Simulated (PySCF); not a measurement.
**Computed data sheet: Si(NCS)Me3, `C[Si](C)(C)N=C=S`**

Si(NCS)Me3, C4H9NSSi.
Cartesian coordinates in Å at the PBE0-D3(BJ)/def2-SVP level; atoms count from 1:
```xyz
16
C4H9NSSi angstrom
Si    -0.0045   -0.0009   -0.0940
N      0.0001   -0.0267    1.6571
C      0.0079   -0.0421    2.8489
S      0.0189   -0.0621    4.4287
C      1.7802    0.0078   -0.6509
H      1.8402    0.0272   -1.7509
H      2.3078   -0.8909   -0.2964
H      2.3116    0.8906   -0.2638
C     -0.8996    1.5559   -0.6158
H     -0.9341    1.6338   -1.7142
H     -0.3880    2.4497   -0.2266
H     -1.9337    1.5623   -0.2388
C     -0.8960   -1.5428   -0.6637
H     -1.9309   -1.5607   -0.2889
H     -0.3859   -2.4481   -0.3005
H     -0.9283   -1.5868   -1.7641
```

**PBE0-D3(BJ)/def2-SVP geometry optimisation, gas phase (PySCF)**

```
Point group                  : C3v
Rotational constants A, B, C : 3.109, 0.768, 0.768 GHz
```

From CAM-B3LYP/def2-SVPD ground state, ΔSCF and vertical TDDFT (core frozen in the response) (PySCF):

```
Dipole moment                                                     : 3.76 D
HOMO energy                                                       : -8.41 eV
LUMO energy                                                       : 0.80 eV
HOMO–LUMO gap                                                     : 9.21 eV
Lowest singlet excitation                                         : 5.05 eV (245 nm, f = 0.000)
Strongest line among the 10 lowest singlet transitions            : S6 at 7.10 eV (175 nm, f = 1.228)
Lowest triplet excitation (Tamm–Dancoff)                          : 4.49 eV
Static isotropic polarisability                                   : 106.8 au
Vertical ionisation energy                                        : 9.24 eV
Electronic spatial extent ⟨r²⟩ about the centre of nuclear charge : 1607 bohr²
```

B3LYP/pcSseg-1 ground state and GIAO shieldings, non-relativistic (PySCF):

```
13C chemical shifts (computed TMS as zero) by class         : 149.3 (C3), 0.8 (C5/C9/C13) ppm
1H chemical shifts (computed TMS as zero) by class          : 0.19 (H6/H7/H8/H10/H11/H12/H14/H15/H16) ppm
Isotropic shieldings of nuclei other than C and H, by class : 132 (N2), 342 (Si1), 720 (S4) ppm
```

Monoisotopic mass (most abundant isotopes): 131.0225 u.

In wavenumbers S1 is 40700 cm⁻¹ (1 eV = 8065.54 cm⁻¹). S1 lies 4.16 eV below the HOMO–LUMO gap. The ΔSCF ionisation energy exceeds −ε(HOMO) by 0.83 eV with CAM-B3LYP. With B = h/(8π²I), that is 505.379 GHz u Å² over I, the principal moments of inertia are 162.6, 657.9 and 658.2 u Å² (most abundant isotopes). No computed singlet falls in the visible range (750 to 380 nm, 1.65 to 3.26 eV); S1 lies 1.79 eV above its blue end. Point group C3v permits a dipole; with 3.76 D the species has a pure rotational spectrum. The vertical singlet–triplet gap S1 − T1 is 0.56 eV (TDDFT singlet less Tamm–Dancoff triplet).

Geometry: PBE0-D3(BJ)/def2-SVP; no solvent or vibrations. NMR classes are plain means over equivalent atoms (diastereotopic ones count apart unless rotation or inversion swaps them), as if these changed places fast; in this geometry the members of some classes differ.
